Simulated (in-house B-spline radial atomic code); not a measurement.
Configurations of Ti⁶⁺, with energies counted from [Ne] 3s2 3p4. Computed with a radial B-spline atomic code at the basis-set limit: non-relativistic PBE0, spin-polarised, spherical fractional occupations, exact exchange averaged over the configuration, point nucleus. Shells without spins written out take the highest spin.

| configuration | E - E(ref) (eV) | highest orbital | its <r> (bohr) |
| --- | --- | --- | --- |
| [Ne] 3s1 3p4 3d1 | 56.59 | 3d up | 0.9865 |
| [Ne] 3s2 3p3 4f1 | 95.882 | 4f up | 2.319 |
| [Ne] 3s1 3p4 4d1 | 112.56 | 4d up | 2.358 |
| [Ne] 3s1 3p4 4f1 | 120.46 | 4f up | 2.315 |

Order these further configurations by energy, lowest first.
A. [Ne] 3s2 3p3 4d1
B. [Ne] 3s1 3p4 4p1
C. [Ne] 3s2 3p3 4s1
D. [Ne] 3s1 3p5

D (25.183 eV), C (67.901 eV), A (87.999 eV), B (100.51 eV).
